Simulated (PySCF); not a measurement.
C₃H₇NO, SMILES CN(C=O)C.

The structure is a stationary point at PBE0-D3(BJ)/def2-SVP. The values are those of a single conformer.

Computed with TDA-PBE0/def2-SVPD (PySCF).

Vertical excitations. Isolated molecule, no solvent. State labels are in the subgroup Cs.

| state | symmetry | energy (eV) | λ (nm) | f | main pairs |
|---|---|---|---|---|---|
| S1 | A" | 5.80 | 214 | 0.001 | HOMO−1→LUMO+1 98 % |
| S2 | A" | 6.50 | 191 | 0.028 | HOMO→LUMO 99 % |
| S3 | A' | 6.96 | 178 | 0.088 | HOMO−1→LUMO 64 %, HOMO→LUMO+1 30 % |
| S4 | A' | 7.31 | 170 | 0.242 | HOMO→LUMO+1 59 %, HOMO−1→LUMO 32 % |
| S5 | A" | 7.50 | 165 | 0.007 | HOMO→LUMO+2 97 % |
| S6 | A" | 7.64 | 162 | 0.004 | HOMO→LUMO+3 97 % |
| S7 | A' | 7.98 | 155 | 0.055 | HOMO−1→LUMO+2 77 %, HOMO−1→LUMO+3 20 % |
| S8 | A' | 8.05 | 154 | 0.022 | HOMO−1→LUMO+3 73 %, HOMO−1→LUMO+2 20 % |
| S9 | A" | 8.21 | 151 | 0.000 | HOMO→LUMO+4 98 % |
| S10 | A" | 8.59 | 144 | 0.000 | HOMO→LUMO+6 98 % |
| T1 | A' | 5.00 | 248 | 0 | HOMO→LUMO+1 96 % |
| T2 | A" | 5.24 | 236 | 0 | HOMO−1→LUMO+1 98 % |
| T3 | A" | 6.38 | 194 | 0 | HOMO→LUMO 98 % |
| T4 | A' | 6.93 | 179 | 0 | HOMO−1→LUMO 91 % |
Triplets are in the Tamm–Dancoff approximation.
